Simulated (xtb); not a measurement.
Br$_{2}$In, charge +1, singlet, from a rough starting geometry (GFN-xTB shapes and energies of metal compounds can be far from the true ones); GFN2-xTB run with xtb.

The xtb input:
```
$ xtb mol.xyz --gfn 2 --chrg 1 --opt vtight --json

# file mol.xyz
3

In    -0.00981705     0.01300829    -0.00921702
Br    -0.14633716     1.96771617    -1.49916797
Br     0.19661241    -2.03669401     1.56585563
```

Write the output that xtb gives for this input, abridged.


```
   ID    Z sym.   atoms
    1   49 In     1
    2   35 Br     2, 3

           -------------------------------------------------
          |                Calculation Setup                |
           -------------------------------------------------

           -------------------------------------------------
          |                 G F N 2 - x T B                 |
           -------------------------------------------------

          ...................................................
          :                      SETUP                      :
          :.................................................:
          :  # basis functions                  30          :
          :  # atomic orbitals                  27          :
          :  # shells                            9          :
          :  # electrons                        16          :
          :  max. iterations                   250          :
          :  Hamiltonian                  GFN2-xTB          :
          :  restarted?                      false          :
          :  GBSA solvation                  false          :
          :  PC potential                    false          :
          :  electronic temp.          300.0000000     K    :
          :  accuracy                    1.0000000          :
          :  -> integral cutoff          0.2500000E+02      :
          :  -> integral neglect         0.1000000E-07      :
          :  -> SCF convergence          0.1000000E-05 Eh   :
          :  -> wf. convergence          0.1000000E-03 e    :
          :  Broyden damping             0.4000000          :
          :  net charge                          1          :
          :  unpaired electrons                  0          :
          ...................................................

 iter      E             dE          RMSdq      gap      omega  full diag
   1     -8.9790050 -0.897900E+01  0.433E+01    1.53       0.0  T
   2     -8.9889515 -0.994651E-02  0.219E+01    1.31       1.0  T
   3     -8.8220677  0.166884E+00  0.152E+01    0.94       1.0  T
   4     -8.9998467 -0.177779E+00  0.856E+00    1.21       1.0  T
   5     -9.0007053 -0.858588E-03  0.324E+00    1.24       1.0  T
   6     -9.0008485 -0.143206E-03  0.104E+00    1.28       1.0  T
   7     -9.0010200 -0.171448E-03  0.230E-01    1.30       1.0  T
   8     -9.0009780  0.419705E-04  0.265E-01    1.28       1.0  T
   9     -9.0010336 -0.556336E-04  0.194E-01    1.29       1.0  T
[...]
         :: total energy              -8.995138467958 Eh    ::
 * total energy  :    -8.9951385 Eh     change       -0.1479705E-11 Eh
 * total energy  :    -8.9909526 Eh     change        0.4185864E-02 Eh
 * total energy  :    -8.9961709 Eh     change       -0.5218307E-02 Eh
 * total energy  :    -8.9961448 Eh     change        0.2611994E-04 Eh
 * total energy  :    -8.9963852 Eh     change       -0.2404239E-03 Eh
 * total energy  :    -8.9963880 Eh     change       -0.2742955E-05 Eh
 * total energy  :    -8.9963881 Eh     change       -0.1766341E-06 Eh
 * total energy  :    -8.9963881 Eh     change       -0.3470095E-09 Eh
   *** GEOMETRY OPTIMIZATION CONVERGED AFTER 8 ITERATIONS ***
         :: total energy              -8.996388135069 Eh    ::
[...]
        17                         -0.1812426              -4.9319
        18                         -0.1812426              -4.9319
        19                         -0.1740233              -4.7354
       ...                                ...                  ...
        27                          1.3477895              36.6752
      -------------------------------------------------------------
                  HL-Gap            0.0531790 Eh            1.4471 eV
             Fermi-level           -0.6311958 Eh          -17.1757 eV

     #   Z          covCN         q      C6AA      α(0)
     1  49 In       1.619     0.567   354.489    42.344
     2  35 Br       0.810     0.216   178.841    21.561
     3  35 Br       0.810     0.216   178.841    21.561

 Mol. C6AA /au·bohr⁶  :       2043.634723
 Mol. C8AA /au·bohr⁸  :     191812.462272
 Mol. α(0) /au        :         85.465788

Wiberg/Mayer (AO) data.
largest (>0.10) Wiberg bond orders for each atom

 ---------------------------------------------------------------------------
     #   Z sym  total        # sym  WBO       # sym  WBO       # sym  WBO
 ---------------------------------------------------------------------------
     1  49 In   2.143 --     2 Br   1.072     3 Br   1.072
     2  35 Br   1.592 --     1 In   1.072     3 Br   0.520
     3  35 Br   1.592 --     1 In   1.072     2 Br   0.520
 ---------------------------------------------------------------------------

Topologies differ in total number of bonds
Writing topology from bond orders to xtbtopo.mol

molecular dipole:
                 x           y           z       tot (Debye)
 q only:        0.025      -0.035       0.036
   full:        0.025      -0.035       0.036       0.144
molecular quadrupole (traceless):
                xx          xy          yy          xz          yz          zz
 q only:       -4.810      -0.772       4.309       0.591      -7.028       0.501
  q+dip:       -2.368      -0.381       2.121       0.292      -3.460       0.247
   full:        0.429       0.068      -0.385      -0.051       0.626      -0.044

optimized geometry written to: xtbopt.xyz

           -------------------------------------------------
          | TOTAL ENERGY               -8.996388135069 Eh   |
          | GRADIENT NORM               0.000004832124 Eh/α |
          | HOMO-LUMO GAP               1.447073936558 eV   |
           -------------------------------------------------

normal termination of xtb
```
